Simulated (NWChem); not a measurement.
System meant: NbCl2F3; SMILES [F][Nb]([F])([F])([Cl])[Cl]

The following NWChem deck was run.

```
start job
memory heap 200 mb stack 900 mb global 1100 mb
geometry units angstroms noautoz
  Nb     0.000000     0.000000     0.221944
  F      0.000000     1.860547     0.324573
  F      0.000000    -1.860547     0.324573
  F      0.000000     0.000000     2.057688
  Cl    -1.917029     0.000000    -0.986846
  Cl     1.917029     0.000000    -0.986846
end
basis spherical
  * library def2-svp
end
ecp
  Nb library def2-ecp
end
dft
  odft
  mult 2
  xc xpbe96 cpbe96
  iterations 150
  mulliken
end
task dft energy
```

End of the output:

```
 Summary of "ao basis" -> "" (spherical)
 ------------------------------------------------------------------------------
       Tag                 Description            Shells   Functions and Types
 ---------------- ------------------------------  ------  ---------------------
 *                          def2-svp                  on all atoms

 Summary of "ao basis" -> "ao basis" (spherical)
 ------------------------------------------------------------------------------
       Tag                 Description            Shells   Functions and Types
 ---------------- ------------------------------  ------  ---------------------
 Nb                         def2-svp                11       31   5s3p2d1f
 F                          def2-svp                 6       14   3s2p1d
 Cl                         def2-svp                 8       18   4s3p1d

 Summary of "ao basis" -> "ao basis" (spherical)
 ------------------------------------------------------------------------------
       Tag                 Description            Shells   Functions and Types
 ---------------- ------------------------------  ------  ---------------------
 Nb                         def2-svp                11       31   5s3p2d1f
 F                          def2-svp                 6       14   3s2p1d
 Cl                         def2-svp                 8       18   4s3p1d

      Symmetry analysis of basis
      --------------------------

        a1         44
        a2         13
        b1         27
        b2         25

  number of electrons :                   74
  multiplicity        :                    2
 ------------------------------------------------------------------------
  no. of electrons and multiplicity not compatible                  74
 ------------------------------------------------------------------------
 ------------------------------------------------------------------------
  current input line :
    24: task dft energy
 ------------------------------------------------------------------------
 ------------------------------------------------------------------------
 There is an error in the input file
 ------------------------------------------------------------------------
 For more information see the NWChem manual at https://nwchemgit.github.io

0: no. of electrons and multiplicity not compatible:Received an Error in Communication
```

**Question.** Find the fault in this run and fix the input.

**Answer.** The program refused the input. Cause: the multiplicity doesn't fit the number of electrons (an even count wants an odd multiplicity, and the reverse). This input runs:
```
start job
memory heap 200 mb stack 900 mb global 1100 mb
geometry units angstroms noautoz
  Nb     0.000000     0.000000     0.221944
  F      0.000000     1.860547     0.324573
  F      0.000000    -1.860547     0.324573
  F      0.000000     0.000000     2.057688
  Cl    -1.917029     0.000000    -0.986846
  Cl     1.917029     0.000000    -0.986846
end
basis spherical
  Nb library def2-svp
  F library def2-svp
  Cl library def2-svp
end
ecp
  Nb library def2-ecp
end
dft
  xc xpbe96 cpbe96
  iterations 150
  mulliken
end
task dft energy
```
It converges to -1276.07377 Ha (PBE/def2-SVP with def2 effective core potentials on Nb).
